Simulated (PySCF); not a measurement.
Gas-phase reaction: 2 SnCl2 + 6 H ⇌ 2 SnH3Cl + Cl2

Energies from PySCF (xtb for GFN2), thermal terms from the rigid-rotor harmonic-oscillator model, ideal gas at 1 bar. † marks an energy on the PBE0/def2-TZVP geometry and frequencies; other levels use their own. CCSD(T) freezes the core. Open shells (unrestricted): H (multiplicity 2); the rest are closed-shell singlets. GFN2 has no spin-polarisation term. B3LYP is the form with VWN-RPA correlation. Sn: scalar-relativistic def2 core potential, no spin-orbit coupling. SnH3Cl: computed as isolated molecules; such fragments, hydroxides, amides, oligomers or adducts are transient or little studied in the gas. CCSD(T) isn't extrapolated to the basis-set limit.

```csv
level,"ΔH°(298 K), kJ"
B3LYP/def2-TZVP†,-884
BLYP/def2-TZVP†,-840
CCSD(T)/def2-SVP†,[?]
GFN2-xTB,-970
M06-2X/def2-TZVP†,-874
PBE/def2-SVP,-815
PBE0/def2-SVP†,[?]
PBE0/def2-TZVP,[?]
r2SCAN/def2-TZVP†,[?]
ωB97M-V/def2-TZVP†,-915
ωB97X-V/def2-TZVP†,-925
```

**Question.** What belongs in the gaps?

**Answer.** 
- CCSD(T)/def2-SVP†, ΔH°(298 K), kJ: -871
- PBE0/def2-SVP†, ΔH°(298 K), kJ: -838
- PBE0/def2-TZVP, ΔH°(298 K), kJ: -864
- r2SCAN/def2-TZVP†, ΔH°(298 K), kJ: -878
